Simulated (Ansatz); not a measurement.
Consider the hydrogenolysis of the Al–Si bond: `[NH2][AlH][SiH2]O` + H₂ → `[NH2][AlH2]` + silanol.

Computed with Ansatz on PBE0-D4/def2-TZVP structures; ΔE is electronic, products minus reactants. CCSD(T)/CBS is the MP2 limit (def2-TZVPP, def2-QZVPP) plus CCSD(T) − MP2 in def2-TZVPP, frozen cores. This one scheme is used for every species. Each species was taken in one conformer, which may not be the lowest.

`[NH2][AlH][SiH2]O`:

Z-matrix (Å, degrees):
```
Si
Al 1 2.466
O 1 1.666 2 112.2
H 1 1.498 2 111.5 3 -124.3
H 1 1.490 2 112.0 3 117.1
N 2 1.771 1 115.9 3 -8.9
H 2 1.589 1 126.9 3 170.1
H 3 0.958 1 116.4 2 -59.9
H 6 1.008 2 125.3 1 179.4
H 6 1.008 2 124.5 1 -4.5
```

H₂:

Z-matrix (Å, degrees):
```
H
H 1 0.746
```

`[NH2][AlH2]`:

Z-matrix (Å, degrees):
```
N
Al 1 1.766
H 1 1.007 2 124.9
H 1 1.007 2 124.9 3 180.0
H 2 1.583 1 117.9 3 -180.0
H 2 1.583 1 117.9 3 0.0
```

`O[SiH3]`:

Z-matrix (Å, degrees):
```
Si
O 1 1.648
H 1 1.489 2 111.7
H 1 1.489 2 111.7 3 120.9
H 1 1.481 2 105.9 3 -119.6
H 2 0.957 1 117.9 3 -60.5
```

| species | CCSD/def2-SVP energy (Eh) |
| --- | --- |
| `[NH2][AlH][SiH2]O` | -664.01455 |
| H₂ | -1.16345 |
| `[NH2][AlH2]` | -298.87081 |
| `O[SiH3]` | -366.32450 |

**Question.** Work out ΔE.

**Answer.** ΔE = (-298.87081) + (-366.32450) − (-664.01455) − (-1.16345) = -0.01731 Eh = -45.4 kJ/mol. CCSD(T)/CBS gives -28.1 kJ/mol.

Largest T1 diagnostic among the species: 0.012.

Leaving LDA and LC-ωPBE aside and taking each functional with its dispersion term where it has one, the values, not all of them listed here, spread over 29.9 kJ/mol, from B97M-V to revPBE-D4. From PBE to PBE0 (25 % exact exchange), in def2-TZVPP and without D4, ΔE moves by −7.9 kJ/mol. The D4 term adds +8.1 kJ/mol with B3LYP and +4.7 kJ/mol with PBE0; it sums over pairs of atoms, weighted by their polarisabilities, and B3LYP, whose exchange is more repulsive, gets the larger term.

B3LYP here is the variant with VWN-RPA as its local correlation; programs differ in this.
